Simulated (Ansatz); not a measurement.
A structure relaxed at PBE-D4/def2-SVP in Ansatz, charge 1, doublet:

```xyz
6

Li    0.618    1.215   -0.838
Li    1.044    2.190    3.910
Li   -0.739   -1.156    0.835
Li   -0.845   -2.283   -3.906
Te    0.387    1.025    1.774
Te   -0.464   -0.990   -1.775
```

(1) Give its formula and point group.

(2) Summarise the bond lengths by kind (pairs closer than 1.2 times the sum of covalent radii, bridged metal pairs left out).

Results:

(1) the cluster Li4Te2⁺. Point group C2v (tolerance 0.1 Å).

(2) 6 × Li–Te 2.52 to 2.63 Å.

In the def2 sets Te takes a core potential; there is no spin–orbit coupling. Another isomer (doublet) lies 0.52 eV lower at PBE0-D4/def2-TZVP; other spin states weren't run for this one.
